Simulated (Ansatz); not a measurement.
The cluster Ag₃H₄ was relaxed with PBE0-D4 (def2-TZVP) in Ansatz in these states: charge +1 singlet, neutral doublet. The geometries follow in no particular order.

In the def2 sets Ag takes a core potential; there is no spin–orbit coupling.

A:

Cartesian coordinates in Å:
```
Ag 1.048 -0.788 -1.531
Ag -0.389 0.540 0.327
Ag 0.615 -2.100 0.781
H 0.273 0.803 -1.423
H -1.514 2.215 1.110
H -1.543 1.704 1.682
H 1.510 -2.374 -0.947
```

B:

```tsv
atom	x (Å)	y (Å)	z (Å)
Ag1	0.9152	-0.8635	0.8729
Ag2	-1.4592	0.5182	-0.0250
Ag3	3.4796	-0.9701	-0.3802
H4	-0.7632	-0.4748	1.1668
H5	-2.6865	1.6109	-1.0880
H6	-2.0346	1.6548	-1.5088
H7	2.5487	-1.4755	0.9623
```

Q: Judge from the bond lengths which geometry belongs to which state (an estimate).

A: A is the neutral doublet (Ag2–Ag3 2.861 Å, Ag3–H7 1.965 Å, Ag1–Ag2 2.698 Å); B is the charge +1 singlet (Ag2–Ag3 5.170 Å, Ag3–H7 1.710 Å, Ag1–Ag2 2.890 Å).

In the doublet, H5 and H6 lie 0.77 Å apart (atoms count from 1), so H2 has formed as a molecule. In the charge 1 singlet, H5 and H6 lie 0.78 Å apart (atoms count from 1), so H2 has formed as a molecule.
